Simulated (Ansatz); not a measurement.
# Two structures, one formula

Two relaxed structures of BH$_{3}$S$_{2}$O, closed shell (PBE0-D4/def2-TZVP; forces vanish, vibrations not checked).

A:

O1  (-2.401, 0.190, 0.111)
S2  (-1.166, -0.925, 0.086)
B3  (0.274, -0.019, 0.000)
S4  (1.756, -1.014, -0.242)
H5  (-1.972, 1.055, 0.023)
H6  (1.901, -2.218, 0.430)
H7  (2.712, -0.424, 0.500)
(Å)

B:

```
7
angstrom
O -2.3274 -0.5723 0.0486
S 1.3345 1.3263 -0.0366
B -1.5220 -0.1583 0.9781
S 1.3610 -0.5975 -0.7351
H -3.2748 -0.3982 0.0828
H 2.4586 1.7496 -0.6493
H 1.9853 -1.1798 0.3063
```

Ansatz 0.2.0; basis: def2-TZVPP; cores frozen in the correlated methods. B3LYP uses VWN-RPA correlation.

(1) Which structure is lower at CCSD(T), and by how much? (To be estimated.)

T1 diagnostic: at most 0.023.

Results:

(1) By the calculation: B, by 42.34 kcal/mol (electronic energy, against the other). By their contacts, A is BH₃S₂O ([OH][S][B][SH2]) and B is a complex of H₂S₂ ([SH][SH]) + BHO ([B][OH]).

All methods give the same order:

| method | E(B) − E(A) (kcal/mol) |
| --- | --- |
| PBE-D4 | -25.13 |
| r2SCAN-D4 | -28.69 |
| PBE0-D4 | -31.50 |
| B3LYP-D4 | -36.97 |
| wB97M-V | -42.09 |
| HF | -60.99 |
| MP2 | -39.58 |
| CCSD | -46.43 |
| CCSD(T) | -42.34 |

Labels in which every atom is bracketed show which atoms are joined, not bond orders.

For scale, one of the runs: CCSD(T)/def2-TZVPP, 188 basis functions, launched by `ansatz run in.yaml --threads 2 --pin off --events-out ev --progress --plain --max-ram 4352MiB`. The run took 54 s on 2 CPU threads of an Arm Neoverse V1 (shared host), with 1.9 GiB of host memory at its peak.
